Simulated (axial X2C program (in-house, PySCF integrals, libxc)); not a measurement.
# ZrCl⁺: from the spin-free to the two-component result

All values were computed with an axial X2C code built on PySCF integrals. Spin-free means the one-electron spin-free X2C Hamiltonian; two-component (2c) means X2C with spin–orbit coupling and atomic mean-field two-electron Coulomb and Gaunt terms, so the difference of the two also holds small scalar two-electron terms. Basis: Zr dyall-cv3z [11s12p9d6f3g], Cl dyall-av3z [9s8p3d2f] (cores contracted in-house); Gaussian nuclei, density fitting, unrestricted open shells. Masses: Zr 89.905 u, Cl 34.969 u.

Spin-free state: M_S = 1, Λ = 2 (beyond evenly filled blocks: σα, δ+α); fragments Zr+ + Cl.

```tsv
level	Re (Å)	ωe (cm⁻¹)	De (eV)	μ (D)
PBE0	2.231	463.6	4.712	-5.27
HF	2.290	430.2	3.003	-7.20
MP2	2.259	451.4	4.596	n/a
PBEsol	2.217	469.7	5.311	-4.45
```

Correlated methods: 10 electrons correlated (number of frozen shells: Zr 4 s, 3 p, 1 d; Cl 2 s, 1 p), 308 virtual spin orbitals or spinors in MP2.

Dipoles are positive if Cl is the positive end and refer to the centre of mass.

Two-component determinant lowest at the distance of the search:

Ω = 1 (⟨Sz⟩ = -0.99, ⟨Lz⟩ = 1.99 at HF); fragments Zr+ + Cl.

```
 level  Re (Å)  ωe (cm⁻¹)  μ (D)
  PBE0   2.231      463.2  -5.28
    HF   2.292      428.9  -7.21
   MP2   2.260      450.2    n/a
PBEsol   2.217      469.4  -4.45
```

**Question.** From the two tables, how do the constants change at the MP2 level (2c against spin-free)?

**Answer.** At the MP2 level Re increases by 0.001 Å and ωe falls by 1.2 cm⁻¹.

The state is one determinant whose occupation by symmetry is held fixed; it was picked as the lowest of a PBE0 search that is not exhaustive. De is counted from the lowest determinant-based energies of the atoms at the same level, without counterpoise correction. De is not given where an atomic determinant may have missed its ground term or J level, or where the truncated virtual space spoils (T). Density functionals use the spin component along the axis (collinear). PBE0 can misorder states that lie within some tenths of an eV, so this need not be the ground state of the molecule. The nearest other spin-free determinant of the search, M_S = 1, Λ = 0, lies 0.23 eV up at the distance of the search. The functionals have no current-density term, which raises determinants with orbital currents, atoms included. With several unpaired electrons one determinant need not be a pure state. The outer-core s and p shells of the metal are frozen in the correlated rows, which leaves out core–valence correlation; for alkali and alkaline-earth bonds that tends to lengthen them. With the outer-core shells frozen, correlated bond lengths of heavy atoms tend to come out a few hundredths of an ångström too long.
